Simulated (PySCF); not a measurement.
In(H)(OH)(OMe) (CH5InO2), SMILES C[O][InH][OH].

Coordinates come from a PBE-D3(BJ)/def2-SVP optimisation. The def2 effective core potentials stand for the cores of In; spin–orbit coupling is left out. One conformer was computed; it need not be the lowest.

The numbers are results of TDA-PBE0/def2-SVPD in PySCF, not measurements.

Vertical excitations. The molecule is in vacuum.

Computed UV-visible absorptions:
```tsv
state	energy (eV)	λ (nm)	f	main pairs
S1	4.65	267	0.006	HOMO→LUMO 96 %
S2	4.92	252	0.003	HOMO→LUMO+1 58 %, HOMO−1→LUMO 40 %
S3	5.17	240	0.000	HOMO−1→LUMO+1 99 %
S4	5.67	219	0.124	HOMO−1→LUMO 55 %, HOMO→LUMO+1 37 %
S5	5.73	216	0.039	HOMO−2→LUMO 96 %
S6	6.18	201	0.025	HOMO−2→LUMO+1 68 %, HOMO−3→LUMO 25 %
S7	6.27	198	0.002	HOMO→LUMO+2 88 %
S8	6.34	196	0.013	HOMO−3→LUMO+1 96 %
S9	6.68	186	0.042	HOMO−1→LUMO+2 88 %
S10	6.89	180	0.000	HOMO→LUMO+3 92 %
T1	4.33	287	0	HOMO→LUMO 91 %
T2	4.50	276	0	HOMO→LUMO+1 76 %, HOMO−1→LUMO 21 %
T3	4.65	266	0	HOMO−1→LUMO 72 %, HOMO→LUMO+1 22 %
T4	5.03	246	0	HOMO−1→LUMO+1 97 %
```
Triplets are in the Tamm–Dancoff approximation.
